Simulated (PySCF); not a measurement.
Al(F)(OH)2(OH2), H4AlFO3, singlet (CAM-B3LYP/def2-SVP optimised geometry):

```
9

Al    -1.061    -0.793     0.000
F     -1.838    -0.862     1.485
O     -1.870    -1.423    -1.353
H     -2.795    -1.672    -1.375
O      0.659    -0.793     0.000
H      1.238    -1.490    -0.313
O     -0.934     1.163     0.000
H      0.045     1.192     0.001
H     -1.238     1.490     0.862
```

Calculation: CAM-B3LYP/def2-TZVP run with PySCF.

### Question
What are the frontier orbital energies and the dipole moment?

### Answer
HOMO-2 -10.66 eV, HOMO-1 -10.34 eV, HOMO -10.13 eV, LUMO 0.60 eV, LUMO+1 1.86 eV; dipole moment 2.40 D.

On the same geometry PBE/def2-TZVP run with PySCF 2.14.0 gives HOMO-2 -7.32 eV, HOMO-1 -7.03 eV, HOMO -6.84 eV, LUMO -1.08 eV, LUMO+1 0.23 eV; dipole moment 2.40 D.

Meta-Löwdin charges at CAM-B3LYP/def2-TZVP: Al1 1.30, F2 -0.58, O3 -0.80, H4 0.35, O5 -0.83, H6 0.35, O7 -0.57, H8 0.39, H9 0.38.
